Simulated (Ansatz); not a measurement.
Problem. Name a neutral molecule of N, O, Si and H with LUMO energy (PBE/def2-TZVPP) between -0.60 and -0.30 eV and HOMO energy (PBE/def2-TZVPP) between -6.75 and -6.45 eV (Ansatz, PBE0-D4/def2-TZVP geometry).

Solution. `O[SiH2]N[SiH](O)O` (-0.50 eV, -6.56 eV). Other molecules can fit too; these were computed, each in one conformer that needn't be the lowest.
